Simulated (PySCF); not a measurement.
Cd(I)(SH) (CdHIS), SMILES [SH][Cd][I]. Atoms are numbered in the order given.

```xyz
4

Cd     0.0104     0.8334     0.0000
I     -0.0050    -1.7813     0.0000
S      0.0650     3.1944     0.0000
H     -1.2762     3.2996     0.0000
```
Charge 0, spin multiplicity 1.

Coordinates come from a B3LYP-D3(BJ)/def2-TZVP optimisation. The def2 effective core potentials stand for the cores of Cd, I; spin–orbit coupling is left out. The values are those of a single conformer.

Level of theory: B3LYP-D3(BJ)/def2-TZVP in PySCF 2.14.0.

Frequencies are harmonic and unscaled.

Problem. Estimate the vibrational spectrum. (The exact figures need the calculation; the answer reports its results.)

Solution. 
| mode | ν (cm⁻¹) | IR (km/mol) | moving atoms (share of kinetic energy) |
|---|---|---|---|
| 1 | 65 | 4.4 | Cd 46 %, S 41 %, I 9 % |
| 2 | 67 | 3.7 | Cd 47 %, S 43 %, I 9 % |
| 3 | 186 | 5.3 | I 52 %, Cd 26 %, S 21 % |
| 4 | 351 | 34.0 | S 64 %, Cd 32 % |
| 5 | 653 | 1.9 | H 95 % |
| 6 | 2663 | 1.9 | H 97 % |
